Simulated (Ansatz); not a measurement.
`CC(O)(O)[TeH]` + `[NH2][GeH]([OH])[SH]` → `[NH2][GeH]([SH])[TeH]` + `CC(O)(O)O`  (formal exchange of groups at a Te–C bond)

Isolated molecules relaxed with PBE0-D4/def2-TZVP in Ansatz; ΔE leaves out vibrations. CCSD(T)/CBS adds triple-zeta CCSD(T) − MP2 to the extrapolated MP2 energy (def2 sets, frozen cores). DFT in def2-TZVPP. Elements past krypton have def2 core potentials. For Ge, Te outer-core shells are correlated without core-valence functions, which leaves a few kJ/mol of doubt a bond. Scalar relativity is left out up to krypton. Each species was taken in one conformer, which may not be the lowest.

(1) Is it downhill or uphill in electronic energy at CCSD(T)/CBS, and by how much? (Best estimate.)

(2) What do these levels give: B2PLYP, r2SCAN, MP2/def2-TZVPP, MP2/def2-QZVPP, SCS-MP2/def2-QZVPP, HF/CBS(def2)? (An estimate is asked.)

Largest T1 diagnostic among the species: 0.012.

Answers

(1) The calculation gave: Downhill: ΔE = -43.5 kJ/mol.

(2) The calculation gave: B2PLYP -43.8, r2SCAN -44.9, MP2/def2-TZVPP -41.7, MP2/def2-QZVPP -40.1, SCS-MP2/def2-QZVPP -39.4, HF/CBS(def2) -64.5 kJ/mol.

In def2-TZVPP, CCSD(T) changes the Hartree–Fock value by +21.6 kJ/mol (the triples alone add +4.6 kJ/mol) and MP2 by +25.0 kJ/mol. From PBE to PBE0 (25 % exact exchange), in def2-TZVPP and without D4, ΔE moves by −11.1 kJ/mol.
